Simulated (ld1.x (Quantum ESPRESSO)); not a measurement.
## zinc, PAW: configuration errors across variants

zinc, PAW, made with ld1.x (Quantum ESPRESSO) 7.5 (PBE, scalar-relativistic). Core [Ne], reference 3s2 3p6 3d10 4s0.5 4p0 (charge +1.5). Waves: 3s (bound): rcut 1.05, rcutus 1.25 bohr; 4s (bound): rcut 1.05, rcutus 1.25 bohr; 3p (bound): rcut 1.00, rcutus 1.25 bohr; 4p (bound, empty): rcut 1.00, rcutus 1.25 bohr; 3d (bound): rcut 0.55, rcutus 0.70 bohr; 3d channel at 2.6 Ry: rcut 0.55, rcutus 0.70 bohr; 4f channel at 0.2 Ry: rcut 1.05, rcutus 1.40 bohr; 4f channel at 2.35 Ry: rcut 1.05, rcutus 1.40 bohr. Local part: all-electron potential smoothed inside 0.70 bohr (lloc = -2). Core correction: Bessel-smoothed model core, default radius (core density twice the valence density). Augmentation charge: GAUSS, radius 0.40 bohr.

All-electron excitation energies from the reference (eV): (1) 3s2 3p6 3d10 4s2 4p0 -17.979; (2) 3s2 3p6 3d10 4s1 4p0 -8.090; (3) 3s2 3p6 3d10 4s0 4p0 10.352.

The overlap operator is not positive definite (basis up to 400 Ry) in “base”, “waves 3s (bound): rcut 0.76, rcutus 0.80 bohr; 4s (bound): rcut 0.76, rcutus 0.80 bohr”, “waves 3s (bound): rcut 1.00, rcutus 1.06 bohr; 4s (bound): rcut 1.00, rcutus 1.06 bohr”, “waves 3s (bound): rcut 1.05, rcutus 1.14 bohr; 4s (bound): rcut 1.05, rcutus 1.14 bohr”, “waves 3s (bound): rcut 1.05, rcutus 1.28 bohr; 4s (bound): rcut 1.05, rcutus 1.28 bohr”, “waves 3s (bound): rcut 1.05, rcutus 1.38 bohr; 4s (bound): rcut 1.05, rcutus 1.38 bohr”, “waves 3s (bound): rcut 1.05, rcutus 1.52 bohr; 4s (bound): rcut 1.05, rcutus 1.52 bohr”. Such files are unfit for use, however small their errors in these radial tests.

Tests that are not counted but printed errors over 1 eV. “base”: 3s1 3p6 3d10 4s2 4p0 (solver errors, printed error -5038 eV).

3 further variants failed, have other tests or too few solved ones, and are left out.

Errors AE − PS in meV (a dash: test not solved or not reliable):

| change | (1) | (2) | (3) | bound ghosts |
| --- | --- | --- | --- | --- |
| base | +45 | +6.2 | +3.9 | not determined (overlap not positive) |
| waves 3s (bound): rcut 0.76, rcutus 0.80 bohr; 4s (bound): rcut 0.76, rcutus 0.80 bohr | +3.6 | +0.9 | -0.5 | not determined (overlap not positive) |
| waves 3s (bound): rcut 1.00, rcutus 1.06 bohr; 4s (bound): rcut 1.00, rcutus 1.06 bohr | +8.5 | +1.8 | +0.3 | not determined (overlap not positive) |
| waves 3s (bound): rcut 1.05, rcutus 1.14 bohr; 4s (bound): rcut 1.05, rcutus 1.14 bohr | +15 | +2.8 | +1.3 | not determined (overlap not positive) |
| waves 3s (bound): rcut 1.05, rcutus 1.28 bohr; 4s (bound): rcut 1.05, rcutus 1.28 bohr | +62 | +7.8 | +4.9 | not determined (overlap not positive) |
| waves 3s (bound): rcut 1.05, rcutus 1.38 bohr; 4s (bound): rcut 1.05, rcutus 1.38 bohr | – | – | – | not determined (overlap not positive) |
| waves 3s (bound): rcut 1.05, rcutus 1.52 bohr; 4s (bound): rcut 1.05, rcutus 1.52 bohr | – | – | – | not determined (overlap not positive) |

Q: Give the same row for: waves 3s (bound): rcut 0.90, rcutus 0.96 bohr; 4s (bound): rcut 0.90, rcutus 0.96 bohr.

A: +5.8, +1.3, -0.1; bound ghosts: not determined (overlap not positive). Its overlap operator is not positive definite in a basis up to 400 Ry (lowest eigenvalue p -0.85, f -1.75), so the file is unfit for use: the generalised eigenproblem breaks down once the basis is large enough, and its test numbers describe a broken file.
